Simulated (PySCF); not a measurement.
A structure optimised at B3LYP-D3(BJ)/def2-SVP, used in a PySCF frequency run:

```
Al
I 1 2.3732
I 1 2.3732 2 180.00
```
Charge +1, spin multiplicity 1.

Q: Write its SMILES, formula and point group.

A: [I][Al+][I], AlI2, D∞h

Q: What are its rotational constants (standard atomic weights)?

A: 0.35355 GHz (linear rotor, B only)
